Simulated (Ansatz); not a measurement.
Cost and result for the atomization energy of C₂H₇FGe (`FC[CH2][GeH3]`) (11 atoms, 10 bonds).

Cartesian coordinates in Å:
```
F -0.5737 -0.0590 -1.9361
C -0.9623 -0.7245 -0.7820
C 0.1483 -0.6990 0.2357
Ge 0.7988 1.1158 0.6308
H -1.8607 -0.2252 -0.4050
H -1.2251 -1.7463 -1.0744
H 0.9905 -1.3087 -0.1013
H -0.2163 -1.1372 1.1693
H 1.6374 1.6769 -0.5248
H -0.4050 2.0404 0.8876
H 1.6681 1.0667 1.9001
```

Total charge 0; spin multiplicity 1. Correlated methods include outer-core shells of Ge, which these sets cover unevenly. Scalar relativity is left out up to krypton. All single points use the PBE0-D4/def2-TZVP geometry. It is one conformer, not always the lowest. Program: Ansatz. All runs use 4 threads of an AMD EPYC 7B13 on a shared host. Times are those of one run each, without the atoms' runs, and a repeat can differ threefold. Electronic energies, without spin–orbit coupling; frozen cores. CCSD(T)/CBS adds CCSD(T) − MP2 in def2-TZVPP to the MP2 limit, and its time is that of the two runs behind it. T1 = 0.011. With those shells the extrapolation isn't a true limit. HSE06 is the plane-wave form, built on full-range PBE exchange.

CCSD(T)/CBS is a level of theory with its own doubt, some kJ/mol a heavy atom from the limit and from the frozen cores, so smaller differences don't rank the functionals.

| level | functions | wall time | atomization (kJ/mol) | difference from CCSD(T)/CBS | per bond |
| --- | --- | --- | --- | --- | --- |
| LDA (SPW92)/def2-TZVPP | 239 | 1.1 s | 4282.1 | 512.6 | 51.3 |
| BLYP-D4/def2-TZVPP | 239 | 1.6 s | 3728.5 | -41.0 | -4.1 |
| BHLYP-D4/def2-TZVPP | 239 | 2.5 s | 3665.1 | -104.4 | -10.4 |
| HSE06-D4/def2-TZVPP | 239 | 2.7 s | 3754.0 | -15.5 | -1.5 |
| CAM-B3LYP-D4/def2-TZVPP | 239 | 2.8 s | 3775.9 | 6.4 | 0.6 |
| r2SCANh-D4/def2-TZVPP | 239 | 4.1 s | 3747.1 | -22.4 | -2.2 |
| PBE-QIDH/def2-TZVPP | 239 | 4.2 s | 3738.6 | -30.9 | -3.1 |
| B2PLYP/def2-TZVPP | 239 | 4.3 s | 3717.1 | -52.4 | -5.2 |
| CCSD(T)/def2-SVP | 109 | 6 s | 3588.8 | -180.7 | -18.1 |
| ωB97M-V/def2-TZVPP (with forces) | 239 | 8 s | 3756.1 | -13.4 | -1.3 |
| MP2/def2-QZVPP | 470 | 18 s | 3757.2 | -12.3 | -1.2 |
| CCSD(T)/def2-TZVPP | 239 | 2 min | 3694.8 | -74.7 | -7.5 |
| CCSD(T)/CBS(def2) | – | 2.3 min | 3769.5 | 0.0 | 0.0 |

From BLYP to BHLYP (50 % exact exchange), in def2-TZVPP and without D4, the atomization energy moves by −44.7 kJ/mol: exact exchange takes away binding that semilocal exchange gives to molecules. Leaving LDA and LC-ωPBE aside and taking each functional with its dispersion term where it has one, the values, not all of them listed here, spread over 134.0 kJ/mol, from BHLYP-D4 to PBE-D4. LDA lies +501.1 kJ/mol from PBE without D4, its usual overbinding. In def2-TZVPP, CCSD(T) changes the Hartree–Fock value by +906.9 kJ/mol (the triples alone add +44.3 kJ/mol) and MP2 by +925.9 kJ/mol; breaking electron pairs costs correlation energy, which Hartree–Fock lacks.

For some Ge, Se and Sn compounds the MP2-based and the directly extrapolated limit differ by 10 to 25 kJ/mol.
